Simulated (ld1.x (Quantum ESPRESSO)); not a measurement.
## Before and after: PAW potential for antimony (Sb)

ld1.x (Quantum ESPRESSO) 7.5 input, shortened:

```
&input
   title='Sb', zed=51., rel=1, dft='PZ', iswitch=3,
   config='[Kr] 4d10 5s2 5p3'
 /
 &inputp
   pseudotype=3, lpaw=.true., tm=.true., lloc=-1, rcloc=1.55,
   nlcc=.true., rcore=1.60,
   which_augfun='BESSEL', rmatch_augfun=1.05
 /
6
5S  1  0   2.00   0.00  1.85  2.10  0.0
5S  1  0   0.00   0.60  1.85  2.10  0.0
5P  2  1   3.00   0.00  2.25  2.40  0.0
5P  2  1   0.00   0.60  2.25  2.40  0.0
4D  3  2  10.00   0.00  1.25  1.65  0.0
4D  3  2   0.00  -1.55  1.25  1.65  0.0
 &test
   configts(1)='4d10 5s2 5p3'
 /
```

All-electron outer shells of the reference configuration (LDA (PZ), scalar-relativistic, ld1.x):

```tsv
shell	level (eV)	outermost node (bohr)	outermost maximum (bohr)
4s	-148.49	0.39	0.73
4p	-101.60	0.39	0.76
4d	-33.55	0.38	0.84
5s	-13.09	0.95	1.88
5p	-5.00	1.04	2.32
```

Change: all radii but the core radius scaled by about 1.05 (s 2.20, p 2.52, d 1.74 bohr, rcut 1.94/2.36/1.32); local potential all-electron potential smoothed inside 1.62 bohr (lloc = -1); augmentation BESSEL, radius 1.10 bohr.

Cutoffs: the cutoffs (Ry, on a coarse ladder) from which the occupation-weighted sum of valence levels, in a spherical-Bessel basis at the reference potential, stays within 10 and 1 mRy of its value at 400 Ry; they do not see the model core or the augmentation charge, which bear on the density cutoff. Errors are all-electron minus pseudo energies relative to the spin-unpolarised reference configuration.

**Question.** What does the change do?

**Answer.** The potential gets softer (50 Ry and 90 Ry → 40 Ry and 80 Ry); both files keep a bound ghost (s); of the 9 tests that both files solve, the error grows in 9 and shrinks in 0 by more than 15 % and 0.3 meV (median size 4.4 → 13.4 meV). A larger radius leaves more room for a smooth pseudo-wave, so fewer plane waves are needed. More of the atom is replaced by a form fitted at one configuration, so other configurations suffer.

| quantity | base | changed |
| --- | --- | --- |
| cutoff, loose | 50 Ry | 40 Ry |
| cutoff, tight | 90 Ry | 80 Ry |
| bound ghosts | s | s |
| error for 4d10 5s2 5p2, meV [ΔE 8.52 eV] | -2.2 | -2.6 |
| error for 4d10 5s2 5p1, meV [ΔE 24.77 eV] | -7.1 | -11 |
| error for 4d10 5s2 5p0, meV [ΔE 49.56 eV] | -19 | -38 |
| error for 4d10 5s1 5p3, meV [ΔE 17.34 eV] | -4.4 | -13 |
| error for 4d10 5s1 5p0, meV [ΔE 94.38 eV] | -54 | -202 |
| error for 4d9 5s2 5p4, meV [ΔE 31.00 eV] | -112 | -260 |
| error for 4d10 5s1 5p4, meV [ΔE 8.21 eV] | -1.4 | -6.7 |
| error for 4d10 5s2 5p3 (spin-polarised), meV [ΔE -1.09 eV] | -1.6 | -14 |
| error for 4d10 5s2 5p2 (spin-polarised), meV [ΔE 7.93 eV] | -3.5 | -13 |
| lowest overlap eigenvalue by channel | s 0.31, p 0.45, d 0.85 | s 0.29, p 0.46, d 0.53 |

 A true bound ghost makes a file unfit for plane-wave use even where its test errors are small: the radial tests pick states by their node count and pass the ghost by.
